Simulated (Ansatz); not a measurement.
Consider the redistribution: `CBNBN` + `BCC[SiH3]` → `BCBN` + `CBNC[SiH3]`.

Calculated with Ansatz (gas phase, PBE0-D4/def2-TZVP geometries, no zero-point term in ΔE). CBS: MP2 limit from def2 TZ/QZ plus the TZ coupled-cluster correction, frozen cores. Each species was taken in one conformer, which may not be the lowest.

```json
{"species": "`CBNBN`", "HF/def2-TZVPP energy (Eh)": "-201.00709"}
{"species": "`BCC[SiH3]`", "HF/def2-TZVPP energy (Eh)": "-394.61453"}
{"species": "`BCBN`", "HF/def2-TZVPP energy (Eh)": "-145.85138"}
{"species": "`CBNC[SiH3]`", "HF/def2-TZVPP energy (Eh)": "-449.73342"}
```

Question: Work out ΔE.

Answer: ΔE = (-145.85138) + (-449.73342) − (-201.00709) − (-394.61453) = 0.03682 Eh = +96.7 kJ/mol. CCSD(T)/CBS gives +90.6 kJ/mol.

Largest T1 diagnostic among the species: 0.012.

In def2-TZVPP, CCSD(T) changes the Hartree–Fock value by −7.7 kJ/mol (the triples alone add −1.1 kJ/mol) and MP2 by −3.4 kJ/mol. From PBE to PBE0 (25 % exact exchange), in def2-TZVPP and without D4, ΔE moves by +5.8 kJ/mol.
